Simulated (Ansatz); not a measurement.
The pair A = PH3 (SMILES P) (first 4 atoms), B = ClH3Si (SMILES [SiH3]Cl); geometry from B3LYP-D3(BJ)/def2-TZVP.
(charge 0, multiplicity 1):
```
atom    x (Å)    y (Å)    z (Å)
----  -------  -------  -------
P      0.1101  -0.2979   0.0566
H      1.3546  -0.9260   0.3115
H      0.3210  -0.2433  -1.3463
H      0.6215   1.0053   0.2767
Si    -0.8978  -0.7148   4.1791
Cl     0.9298   0.0696   3.6038
H     -1.5995   0.3026   4.9859
H     -0.6434  -1.9247   4.9853
H     -1.6663  -1.0446   2.9656
```

Frozen-core correlation. MP2 and its Hartree–Fock in aug-cc-pV(Q+d)Z, aug-cc-pV(T+d)Z are density fitted.

Programs: Ansatz (an electronic-structure program) with Gaussian orbitals. 

The counterpoise-corrected interaction energy is E(AB) − E(A in the pair's basis) − E(B in the pair's basis). Total energies (hartree):

| level | AB | A in the pair's basis | B in the pair's basis |
|---|---|---|---|
| HF/aug-cc-pV(T+d)Z | -1092.7522355 | -342.4904911 | -750.2631414 |
| MP2/aug-cc-pV(T+d)Z | -1093.2560586 | -342.6639152 | -750.5898082 |
| HF/aug-cc-pV(Q+d)Z | -1092.7623949 | -342.4938442 | -750.2699432 |
| MP2/aug-cc-pV(Q+d)Z | -1093.3023488 | -342.6775299 | -750.6222927 |
| MP2/aug-cc-pV(D+d)Z | -1093.1181396 | -342.6200860 | -750.4961729 |
| CCSD(T)/aug-cc-pV(D+d)Z | -1093.1972470 | -342.6548261 | -750.5408857 |

Work out the counterpoise-corrected interaction energy at the basis-set limit: extrapolate the MP2 correlation part as X⁻³, take Hartree–Fock from the larger set, and add the CCSD(T) − MP2 difference of aug-cc-pV(D+d)Z.


1. Differences (1 hartree = 627.509 kcal/mol): HF/aug-cc-pV(T+d)Z 0.877; MP2/aug-cc-pV(T+d)Z -1.465; HF/aug-cc-pV(Q+d)Z 0.874; MP2/aug-cc-pV(Q+d)Z -1.585; MP2/aug-cc-pV(D+d)Z -1.180; CCSD(T)/aug-cc-pV(D+d)Z -0.963.
2. Correlation parts, MP2 less HF: -2.342 in aug-cc-pV(T+d)Z (X = 3), -2.459 in aug-cc-pV(Q+d)Z (X = 4).
3. Limit (4³·(-2.459) − 3³·(-2.342))/(4³ − 3³) = -2.544; with HF/aug-cc-pV(Q+d)Z it gives -1.671.
4. CCSD(T) less MP2 in aug-cc-pV(D+d)Z: 0.217.
Result: -1.45 kcal/mol, against -1.47 at MP2/aug-cc-pV(T+d)Z. It is an estimate of this method's limit, not of the exact value.
